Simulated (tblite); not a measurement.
CH9F3SeSi4.
Bonds: F1–C2, C2–F3, C2–F4, C2–Si5, Si5–Si6, Si5–Si7, Si5–Se8, Se8–Si9. Hydrogens: H10, H11, H12 on Si6; H13, H14, H15 on Si7; H16, H17, H18 on Si9.

Computed with GFN2-xTB (tblite), gas phase: L-BFGS steps from a force-field or distance-geometry start until the largest atomic force falls under 0.01 eV/Å.

Step 39: E = -845.2905 eV
```
atom  x, y, z in Å  |  force x, y, z in eV/Å
F1     -0.3602   -1.7964    1.4707    0.024   0.046   0.014
C2     -0.5768   -0.4618    1.5674   -0.053  -0.009   0.002
F3     -1.8090   -0.3344    2.1154    0.054  -0.005  -0.006
F4      0.2960   -0.0100    2.4857   -0.079  -0.017  -0.052
Si5    -0.4843    0.4486   -0.1857    0.039  -0.009   0.048
Si6    -1.6409    2.4871    0.0758    0.055  -0.067   0.051
Si7    -1.0540   -1.2372   -1.7400    0.084   0.044   0.102
Se8     1.7769    1.0624   -0.1925   -0.030  -0.007  -0.055
Si9     3.0863   -0.7915    0.0762    0.018  -0.006   0.041
H10    -3.0680    2.2106    0.2292   -0.040  -0.029   0.021
H11    -1.1850    3.2807    1.2158   -0.003   0.028  -0.013
H12    -1.4598    3.2284   -1.1700    0.015   0.060  -0.013
H13    -2.2706   -0.8227   -2.4333   -0.069   0.051  -0.025
H14    -0.0001   -1.3894   -2.7388    0.065  -0.032  -0.065
H15    -1.3000   -2.5247   -1.0996    0.002  -0.073   0.009
H16     2.9439   -1.5758   -1.1432   -0.021  -0.037  -0.074
H17     4.4063   -0.1975    0.2155    0.007  -0.006  -0.003
H18     2.6907   -1.5702    1.2397   -0.068   0.068   0.017
```

Step 40: E = -845.2937 eV
```
atom  x, y, z in Å  |  force x, y, z in eV/Å
F1     -0.3405   -1.7926    1.4652    0.041   0.029   0.004
C2     -0.5680   -0.4602    1.5640   -0.072  -0.043   0.046
F3     -1.8025   -0.3487    2.1118    0.066   0.021  -0.011
F4      0.3000   -0.0042    2.4848   -0.088  -0.006  -0.064
Si5    -0.4857    0.4497   -0.1871    0.061   0.030   0.014
Si6    -1.6425    2.4866    0.0795    0.069  -0.046   0.083
Si7    -1.0465   -1.2379   -1.7412    0.086   0.018   0.100
Se8     1.7785    1.0682   -0.2109   -0.084  -0.010  -0.048
Si9     3.0701   -0.7947    0.0749    0.001   0.037   0.082
H10    -3.0715    2.2242    0.2372   -0.041  -0.040   0.020
H11    -1.1753    3.2749    1.2189   -0.009   0.023  -0.004
H12    -1.4578    3.2388   -1.1575    0.014   0.060  -0.046
H13    -2.2631   -0.8423   -2.4444   -0.074   0.064  -0.022
H14     0.0116   -1.3921   -2.7350    0.069  -0.026  -0.068
H15    -1.2841   -2.5236   -1.0942   -0.002  -0.079   0.012
H16     2.9208   -1.5799   -1.1400   -0.014  -0.073  -0.109
H17     4.3898   -0.2038    0.2186    0.035  -0.015  -0.005
H18     2.6580   -1.5560    1.2437   -0.058   0.056   0.015
```

**Question.** Estimate the geometry and energy of step 41. (The exact step hangs on the optimiser's Hessian estimate; all steps are aligned on step 40, rigid shifts and turns removed.)

**Answer.** E = -845.2971 eV, largest force 0.131 eV/Å
```
atom  x, y, z in Å  |  force x, y, z in eV/Å
F1     -0.3182   -1.7883    1.4594    0.054  -0.005  -0.006
C2     -0.5591   -0.4591    1.5609   -0.073  -0.063   0.062
F3     -1.7944   -0.3645    2.1084    0.040   0.042  -0.005
F4      0.3030    0.0021    2.4839   -0.075   0.012  -0.056
Si5    -0.4863    0.4511   -0.1877    0.071   0.063  -0.027
Si6    -1.6436    2.4858    0.0842    0.057   0.001   0.079
Si7    -1.0366   -1.2386   -1.7413    0.060  -0.025   0.053
Se8     1.7787    1.0741   -0.2317   -0.120  -0.009  -0.038
Si9     3.0521   -0.7978    0.0740   -0.019   0.058   0.080
H10    -3.0759    2.2380    0.2472   -0.013  -0.048   0.013
H11    -1.1659    3.2714    1.2210   -0.011   0.016   0.017
H12    -1.4550    3.2540   -1.1432    0.007   0.033  -0.049
H13    -2.2556   -0.8623   -2.4558   -0.035   0.065   0.007
H14     0.0251   -1.3985   -2.7328    0.052  -0.009  -0.046
H15    -1.2664   -2.5252   -1.0907   -0.004  -0.063   0.011
H16     2.8955   -1.5855   -1.1383   -0.003  -0.084  -0.100
H17     4.3723   -0.2115    0.2222    0.058  -0.025  -0.006
H18     2.6215   -1.5389    1.2487   -0.046   0.042   0.011
```

The energy changes by -0.0034 eV. The first-order estimate −F·Δx gives -0.0047 eV and the mean of the old and new forces, exact on a quadratic surface, -0.0033 eV. The step makes an angle of 81° with the force vector and moves no atom by more than 0.041 Å.

The cost below is that of the whole relaxation. Hardware: Arm Neoverse N1, one thread, on a shared host. Cost: 3.2 s wall.
